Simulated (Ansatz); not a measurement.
`[Cl][In]([Cl])[Br]` + H–F → `[F][In]([Cl])[Cl]` + HBr at 500 K and 1 bar (ligand exchange at the In–Br bond).

Gas-phase electronic energies from Ansatz, PBE0-D4/def2-TZVP geometries. CCSD(T)/CBS is the MP2 limit (def2-TZVPP, def2-QZVPP) plus CCSD(T) − MP2 in def2-TZVPP, frozen cores. This one scheme is used for every species. def2 core potentials past Kr. For Br, In outer-core shells are correlated without core-valence functions, which leaves a few kJ/mol of doubt a bond. Scalar relativity is left out up to krypton.

```json
{"species": "`[Cl][In]([Cl])[Br]`", "CCSD(T)/CBS energy (Eh)": "-3682.84497", "H − E (kJ/mol)": "42.7", "S (J/(mol·K))": "402.6"}
{"species": "H–F", "CCSD(T)/CBS energy (Eh)": "-100.39570", "H − E (kJ/mol)": "39.4", "S (J/(mol·K))": "188.7"}
{"species": "`[F][In]([Cl])[Cl]`", "CCSD(T)/CBS energy (Eh)": "-1209.28900", "H − E (kJ/mol)": "43.5", "S (J/(mol·K))": "379.5"}
{"species": "HBr", "CCSD(T)/CBS energy (Eh)": "-2573.91920", "H − E (kJ/mol)": "30.5", "S (J/(mol·K))": "213.7"}
```

H − E and S are ideal-gas, rigid-rotor, harmonic terms from PBE0-D4/def2-TZVP. 1 Eh = 2625.50 kJ/mol, R = 8.31446 J/(mol·K).

By hand: ΔE, ΔH, ΔS and ΔG.

ΔE = (-1209.28900) + (-2573.91920) − (-3682.84497) − (-100.39570) = 0.03247 Eh = 85.2 kJ/mol. Δ(H − E) = 43.5 + 30.5 − 42.7 − 39.4 = -8.1, so ΔH = 77.1 kJ/mol. ΔS = 379.5 + 213.7 − 402.6 − 188.7 = 1.9 J/(mol·K). ΔG = 77.1 − 500 × (1.9)/1000 = 76.1 kJ/mol.

By hand: the equilibrium constant, and the temperature at which ΔG would vanish if ΔH and ΔS stayed fixed.

log₁₀ K = −ΔG/(RT ln 10) = -7.9. ΔG = 0 at ΔH/ΔS = 40579 K, far beyond where these terms or the molecules hold.

The number of gas molecules stays the same, so ΔS is small and ΔH decides. A doubt of 5 kJ/mol in ΔE shifts log₁₀ K by 0.5 here. These are equilibria of isolated gas molecules and say nothing of rates. Largest T1 diagnostic: 0.014 (customary marks: 0.02 for closed shells, 0.045 for open ones).
